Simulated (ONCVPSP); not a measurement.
# What one change does to a pseudopotential (Zn, ONCV)

* Element: Zn
* Generator: ONCVPSP 4.0.1
* Type: optimised norm-conserving Vanderbilt (ONCV)
* Functional: PBEsol
* Relativity: scalar-relativistic
* Frozen core: [Ne]
* Valence charge: 20
* Reference configuration: 3s2 3p6 3d10 (charge +2)
* Partial waves: 3s: rc 1.10 bohr, ncon 3, nbas 7, qcut 9.3 1/bohr, 2 projectors, debl 2.6 Ha; 3p: rc 0.70 bohr, ncon 4, nbas 7, qcut 11.9 1/bohr, 1 projector; 3d: rc 1.20 bohr, ncon 4, nbas 8, qcut 14.9 1/bohr, 1 projector
* Local potential: polynomial inside 0.65 bohr (lpopt 5, dvloc0 2 Ha)
* Core correction: polynomial model core, fcfact 0.75

In the s channel the program set the typed energies aside and used -5.504, 0.250 Ha.

Change: s: qcut 13; p: qcut 16.7; d: qcut 20.9.

Cutoffs: the cutoffs (Ha) at which the residual kinetic energy of the hardest occupied pseudo-wave falls to 1 and 0.1 mHa per electron; they do not see the model core or the augmentation charge, which bear on the density cutoff. Errors are all-electron minus pseudo energies relative to the spin-unpolarised reference configuration.

**Question.** How do hardness, ghosts and transferability respond?

**Answer.** The potential gets softer (126 Ha and 278 Ha → 112 Ha and 130 Ha); of the 3 tests that both files solve, the error grows in 1 and shrinks in 2 by more than 15 % and 0.3 meV (median size 3.7 → 3.6 meV); neither file shows a bound ghost.

```tsv
quantity	base	changed
cutoff, loose	126 Ha	112 Ha
cutoff, tight	278 Ha	130 Ha
loose cutoff by channel	s 31 Ha, p 126 Ha, d 80 Ha	s 54 Ha, p 103 Ha, d 112 Ha
bound ghosts	none	none
GHOST(+) flags under 300 eV	none	none
tests with a reliable result	3 of 4	3 of 4
error for 3s2 3p6 3d10 4s2, meV [ΔE -28.25 eV]	+7.8	+6.0
error for 3s2 3p6 3d10 4s1, meV [ΔE -18.35 eV]	+3.7	+2.9
error for 3s2 3p6 3d9, meV [ΔE 40.51 eV]	-1.1	-3.6
s: phases at 1.12 bohr within 0.05 rad from the reference energy up to (Ha; the scan ends near 5)	to the end of the scan	to the end of the scan
p: phases at 0.71 bohr within 0.05 rad from the reference energy up to (Ha; the scan ends near 5)	to the end of the scan	to the end of the scan
d: phases at 1.22 bohr within 0.05 rad from the reference energy up to (Ha; the scan ends near 5)	1.7	2.2
rms error of d²Exc/dni dnj with the model core, mHa	2.15	1.91
```
